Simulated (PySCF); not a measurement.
# How methods differ on the ionisation energy of Tl

Tl [Xe] 4f14 5d10 6s2 6p1 (2P) → Tl⁺ [Xe] 4f14 5d10 6s2 (1S), as a difference of total energies. All numbers are calculated (PySCF 2.14, scalar relativity through the core potential, in aug-cc-pVTZ-PP with one added diffuse shell each of d, f type with ECP60MDF (6s5p5d3f, 67 functions)). Correlated levels: valence: 5s2 5p6 5d10 frozen. The calculations carry no spin-orbit coupling.

| method | ionisation energy (eV) | error (eV) |
| --- | --- | --- |
| UHF | 5.007 | -0.457 |
| LDA | 5.581 | +0.117 |
| PBE | 5.422 | -0.042 |
| PBE0 | 5.438 | -0.026 |
| r2SCAN | 5.499 | +0.035 |
| B3LYP | 5.501 | +0.037 |
| BHandHLYP | 5.391 | -0.073 |
| CAM-B3LYP | 5.527 | +0.063 |
| B97-3 | 5.241 | -0.223 |
| MP2 (valence) | 5.180 | -0.284 |
| SCS-MP2 (valence) | 5.162 | -0.302 |

Reference: 5.464 eV (measured; NIST levels, between the centres of gravity of the two terms).

Errors of the correlated levels include the incompleteness of this basis and the frozen core.
